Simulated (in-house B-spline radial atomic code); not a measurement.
Settings and results of a run for O III (O2+) (an excited or competing configuration). Method: non-relativistic LDA VWN5, spin-polarised, spherical fractional occupations, point nucleus. Calculated with a radial B-spline atomic code at the basis-set limit.

In the input, 3d5,1 would mean five up and one down electron.

Command:
```bash
python run_scf.py task.json out
```
Settings:
```
Z                8
configuration    1s2 2s2 2p0,1 3p0,1
hamiltonian      nr
method           lda,vwn
spin_polarised   True
```

Output (hartree, bohr):
```
 radial grid: 43 intervals, B-splines of order 8, outer radius 25.5556 bohr

 iter        energy (Eh)    residual
    1         -70.059763    2.22e-01
    2         -71.275599    6.75e-02
    3         -71.345157    2.62e-02
    4         -71.355778    1.02e-02
    5         -71.357514    2.23e-03
    6         -71.357621    4.11e-05
    7         -71.357621    2.44e-06
    8         -71.357621    5.92e-08

 total energy                       -71.35762
 kinetic                              71.1008
 electron-nucleus                   -159.8144
 Hartree                              23.7329
 exchange-correlation                 -6.3769

 orbital      occ     eigenvalue          <r>       <r^2>       <1/r>       <r^4>       r_max
 1s up      1.000       -20.9596     0.200172   0.0540646     7.59793  0.00761814      0.1299
 1s down    1.000       -21.0106     0.200659   0.0543532     7.58426  0.00770679        0.13
 2s up      1.000        -2.4702     0.996681     1.17563     1.46106     2.45404       0.817
 2s down    1.000        -2.5787     0.985742     1.14982     1.48248     2.34512      0.8098
 2p down    1.000        -2.0668     0.924114     1.05538      1.4005     2.30412      0.6993
 3p down    1.000        -0.5789      3.02492      10.498    0.450564     169.302       2.736
```

Run time, properties included: 0.02 s on 1 thread of Arm Neoverse V2 (shared host).
